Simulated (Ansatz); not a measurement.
Geometry optimisation, RKS BLYP-D4/def2-SVP (Ansatz 0.2.0).

Input:

```yaml
crystal:
  periodic: [false, false, false]
  atoms:
    - { symbol: Sn, position_ang: [0.142416, -0.119571, -0.045124] }
    - { symbol: Cl, position_ang: [0.232805, -0.109447, 2.355199] }
    - { symbol: O, position_ang: [1.98588, 0.074355, -0.789542] }
    - { symbol: H, position_ang: [2.433252, -0.798506, -0.766858] }
    - { symbol: O, position_ang: [-0.816683, 1.476619, -0.753312] }
    - { symbol: H, position_ang: [-1.760969, 1.430202, -0.486243] }
    - { symbol: Cl, position_ang: [-0.806368, -2.170108, -0.794641] }
    - { symbol: H, position_ang: [-2.610332, -0.257568, 0.995801] }
    - { symbol: H, position_ang: [-2.226901, -0.111575, 1.588421] }
basis:
  gaussian: { orbitals: def2-SVP }
hamiltonian:
  xc: blyp
  dispersion: d4
relax:
  f_tol: 0.03
  max_steps: 50
```

Launched with:

```bash
$ ansatz run input.yaml --threads 2 --pin off --max-ram 3072MiB --backend cpu --events-out ev --progress --plain --runs-dir out
```

Problem. Where does it end, and by what steps?

Solution. The forces met the threshold. The force dipped under the threshold on the way, but the program's further checks kept it going. After 24 steps the energy has fallen by 0.153 eV; H8 moved furthest, 1.35 Å.

```csv
step,energy less start (eV),largest force component (eV/Å),accepted
0,0.0000,1.430,yes
1,-0.1009,0.129,yes
2,-0.1224,0.077,yes
3,-0.1338,0.119,yes
4,-0.1352,0.253,yes
5,-0.1304,0.544,no
6,-0.1382,0.083,yes
7,-0.1393,0.059,yes
8,-0.1412,0.013,yes
9,-0.1301,0.637,no
10,-0.1424,0.091,yes
11,-0.1433,0.141,yes
12,-0.1438,0.191,yes
13,-0.1452,0.225,yes
14,-0.1466,0.158,yes
15,-0.1488,0.093,yes
16,-0.1501,0.113,yes
17,-0.1507,0.144,yes
18,-0.1513,0.114,yes
19,-0.1518,0.056,yes
20,-0.1522,0.058,yes
21,-0.1525,0.069,yes
22,-0.1526,0.059,yes
23,-0.1528,0.031,yes
24,-0.1528,0.002,yes
```

```xyz
9
Properties=species:S:1:pos:R:3
Sn 0.307 -0.441 -0.227
Cl 0.133 -0.669 2.142
O 2.059 0.338 -0.782
H 2.746 -0.362 -0.794
O -1.065 0.859 -0.856
H -1.796 0.888 -0.201
Cl 0.036 -2.595 -1.194
H -3.258 0.824 1.468
H -2.589 0.573 1.749
```

Whether the end is a true minimum wasn't checked by a vibrational analysis.

Time of the run: 68 s on 2 threads of Arm Neoverse V1, with other jobs on the host, peak memory 0.16 GiB.
